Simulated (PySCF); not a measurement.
Computed structure and properties of [Dy(CH3)2]+

System: [Dy(CH3)2]+ (singlet in the valence; each metal's 4f electrons, 9 of them, lie in its core potential, out of spins and levels); start: displaced along the imaginary mode (C1). Method: PySCF 2.14.0, RKS r2SCAN, Dy lcecp-1-SVP with ECP55, C def2-SVP, H def2-SVP; non-relativistic Hamiltonian with scalar-relativistic core potentials where named; density fitting; no spin-orbit coupling.

Input of the relaxation:

```python
mol = gto.M(atom='''
Dy     0.01240    -0.00292     0.00000
C     -0.09182     0.02167     2.37160
H     -0.84140    -0.50067     3.03093
H      0.90760    -0.51770     2.59588
H      0.01835     0.99854     2.90219
C     -0.09182     0.02161    -2.37160
H     -0.83739     0.48970    -3.09013
H      0.90358     0.50674    -2.65508
H      0.01835    -1.01646    -2.78379''',
    basis={'Dy': 'lcecp-1-SVP', 'C': 'def2-SVP', 'H': 'def2-SVP'},
    ecp={'Dy': 'lcecp-1-SVP'},
    charge=1, spin=0)
mf = dft.RKS(mol, xc='R2SCAN')
mf.grids.atom_grid = (50, 194)  # f atoms: unpruned, at least (60, 302)
mf = mf.density_fit()  # fitting sets: Dy AutoAux, C def2-universal-JKFIT, H def2-universal-JKFIT
mf.conv_tol = 1e-08; mf.max_cycle = 55
mf.kernel(dm0)  # dm0: converged density of the start geometry
# quasi-Newton relaxation in Cartesian coordinates to a largest gradient under 0.00045 Eh/bohr, steps kept in the point group
```

Run from Python with OMP_NUM_THREADS=2; the lines above give its settings. Where DIIS fails, smearing, a level shift and second-order steps follow.
It took 2.7 min on 2 threads of Arm Neoverse V1, on a shared host, from the converged density of the start.

Course of the relaxation:

```json
{"step": "0", "energy above end (eV)": "1.5120", "largest force component within the symmetry (eV/Å)": "1.131"}
{"step": "1", "energy above end (eV)": "1.3458", "largest force component within the symmetry (eV/Å)": "1.222"}
{"step": "2", "energy above end (eV)": "1.0506", "largest force component within the symmetry (eV/Å)": "1.525"}
{"step": "3", "energy above end (eV)": "0.8305", "largest force component within the symmetry (eV/Å)": "1.545"}
{"step": "4", "energy above end (eV)": "0.6048", "largest force component within the symmetry (eV/Å)": "0.735"}
{"step": "5", "energy above end (eV)": "0.4674", "largest force component within the symmetry (eV/Å)": "0.568"}
{"step": "6", "energy above end (eV)": "0.3529", "largest force component within the symmetry (eV/Å)": "0.561"}
{"step": "7", "energy above end (eV)": "0.2694", "largest force component within the symmetry (eV/Å)": "0.399"}
{"step": "24", "energy above end (eV)": "0.0006", "largest force component within the symmetry (eV/Å)": "0.027"}
{"step": "25", "energy above end (eV)": "0.0005", "largest force component within the symmetry (eV/Å)": "0.026"}
{"step": "26", "energy above end (eV)": "0.0003", "largest force component within the symmetry (eV/Å)": "0.035"}
{"step": "27", "energy above end (eV)": "0.0002", "largest force component within the symmetry (eV/Å)": "0.021"}
{"step": "28", "energy above end (eV)": "0.0000", "largest force component within the symmetry (eV/Å)": "0.014"}
{"step": "29", "energy above end (eV)": "0.0000", "largest force component within the symmetry (eV/Å)": "0.017"}
```
(The steps between are left out.)

Relaxed geometry (C1):

```xyz
9

Dy    1.4373   -0.3561   -0.0011
C     0.0210   -0.0253    1.7323
H    -0.9572   -0.5113    1.5505
H     0.4009   -0.3894    2.7065
H    -0.1961    1.0560    1.8539
C     0.0217    0.0111   -1.7262
H    -0.8939    0.5289   -1.3840
H     0.4711    0.6239   -2.5326
H    -0.3071   -0.9372   -2.1993
```

| contact | Å |
| --- | --- |
| Dy1–C2 (CH3) | 2.263 |
| Dy1–C6 (CH3) | 2.262 |

On the finer grid (75, 302):

```yaml
HOMO: -10.74 eV
LUMO: -7.35 eV
Dipole_about_the_centre_of_mass: 3.44 D
Set_of_Mulliken_populations_of_Dy1_outside_the_core_potential: s 2.42, p 6.10, d 1.20, f 0.02
D3_BJ_dispersion_energy_not_in_the_energies: -0.040 eV
```

```tsv
atom	Mulliken (e)	Löwdin (e)	spin (e)
Dy1	1.26	1.12	0.00
C2	-0.51	-0.31	0.00
H3	0.13	0.09	0.00
H4	0.12	0.08	0.00
H5	0.13	0.09	0.00
C6	-0.51	-0.31	0.00
H7	0.14	0.09	0.00
H8	0.12	0.08	0.00
H9	0.13	0.08	0.00
```

The 4f levels lie in the core potential and are missing. Their spin isn't counted.

No frequency check is given here.

Taking off one CH3 (charge -1, singlet; the rest: singlet) in vacuum, both parts rigid, costs 15.73 eV; the small basis without counterpoise inflates it. Most of it is the attraction of opposite charges; other ways to part are cheaper, and one spin state was tried for the rest.

Rigid scan of CH3 along the line from its metal, all other atoms held (where the atom bridges, its other bond changes as well):

```
distance to C2 (Å)  energy (eV)
              1.96        0.785
              2.06        0.303
              2.16        0.066
              2.26        0.000
              2.36        0.053
              2.46        0.185
              2.66        0.587
              2.96        1.308
              3.36        2.213
              3.86        3.089
```

One start shape was tried, so this needn't be the lowest isomer.

An lcecp potential fixes the number of 4f electrons, so in runs with it no electron can move into or out of that shell.
